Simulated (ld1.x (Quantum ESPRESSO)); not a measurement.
## Transferability test, PAW potential for Si

ld1.x (Quantum ESPRESSO) 7.5 input, shortened:

```
&input
   title='Si', zed=14., rel=1, dft='PBE', iswitch=3,
   config='[Ne] 3s2 3p2'
 /
 &inputp
   pseudotype=3, lpaw=.true., tm=.true., lloc=-2, rcloc=1.60,
   nlcc=.false.,
   which_augfun='PSQ', rmatch_augfun=1.20
 /
4
3S  1  0   2.00   0.00  1.65  2.05  0.0
3S  1  0   0.00  -0.40  1.65  2.05  0.0
3P  2  1   2.00   0.00  1.65  2.15  0.0
3P  2  1   0.00   1.45  1.65  2.15  0.0
 &test
   configts(1)='3s2 3p2'
 /
```

Energies are relative to the spin-unpolarised reference configuration 3s2 3p2; without spin polarisation the order of configurations can differ from experiment. The frozen-core shift is the all-electron ΔE with the core orbitals held at their reference shape minus the fully relaxed ΔE.

```
valence configuration  charge  ΔE all-electron (eV)  error AE − PS (meV)  frozen-core shift (meV)
              3s2 3p0      +2                23.733                 -8.4                      +10
              3s1 3p3       0                 6.814                 -1.2                     +1.0
              3s1 3p2      +1                15.171                 -2.5                     +3.5
            3s2 3p1.5    +0.5                 2.921                 -1.3                     +0.2
            3s2 3p2.3    -0.3                -0.930                 +0.5                      0.0
```

What are ΔE and the potential's error for 3s2 3p1?

ΔE = 7.740 eV all-electron; the error (AE − PS) is -1.0 meV.

What are ΔE and the potential's error for 3s1 3p0?

ΔE = 57.704 eV all-electron; the error (AE − PS) is -54 meV.
